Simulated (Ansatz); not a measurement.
Two members of one family ((LiF)n), computed with Ansatz in the gas phase. The two geometries come from different levels. Binding counts from free atoms in the multiplicity of their measured ground term, without zero-point energy. The structures are stationary points that may keep the symmetry of their start.

First: Li3F3 (singlet, charge 0, r2SCAN-D4/def2-TZVP geometry).

```xyz
6

Li    0.231   -1.411   -0.817
Li    1.211    1.109    0.085
Li   -1.442    0.300    0.732
F    -1.300   -1.190   -0.091
F     1.548   -0.322   -0.786
F    -0.248    1.514    0.877
```

| level | HOMO (eV) | LUMO (eV) | gap (eV) | binding per atom (eV) |
| --- | --- | --- | --- | --- |
| PBE-D4/def2-SVP | -6.88 | -0.76 | 6.12 | 3.91 |
| B3LYP-D4/6-31G | -8.59 | -0.45 | 8.14 | 3.77 |
| PBE0-D4/def2-TZVP | -9.29 | -0.21 | 9.07 | 3.66 |
| PBE0-D4/def2-TZVPD | -9.32 | -0.27 | 9.05 | 3.67 |
| ωB97X-V/def2-TZVP | -11.90 | 1.04 | 12.93 | 3.74 |

Second: Li4F4 (singlet, charge 0, PBE-D4/def2-SVP geometry).

| atom | x (Å) | y (Å) | z (Å) |
| --- | --- | --- | --- |
| Li1 | -0.3952 | -1.6091 | -1.3632 |
| Li2 | 1.9293 | -0.8409 | 0.4334 |
| Li3 | -1.9306 | 0.8382 | -0.4299 |
| Li4 | 0.3967 | 1.6115 | 1.3602 |
| F5 | 1.1378 | -1.8172 | -0.6926 |
| F6 | 1.7252 | 0.5717 | 1.3328 |
| F7 | -1.1367 | 1.8202 | 0.6888 |
| F8 | -1.7265 | -0.5744 | -1.3294 |

Problem. What does the change do? Estimate second minus first.

Solution. 
```tsv
level	Δ HOMO (eV)	Δ LUMO (eV)	Δ gap (eV)	Δ binding per atom (eV)
PBE-D4/def2-SVP	-0.11	-0.03	0.08	0.08
B3LYP-D4/6-31G	-0.10	0.03	0.14	0.10
PBE0-D4/def2-TZVP	-0.14	-0.05	0.09	0.06
PBE0-D4/def2-TZVPD	-0.13	-0.02	0.11	0.06
ωB97X-V/def2-TZVP	-0.12	-0.02	0.10	0.06
```
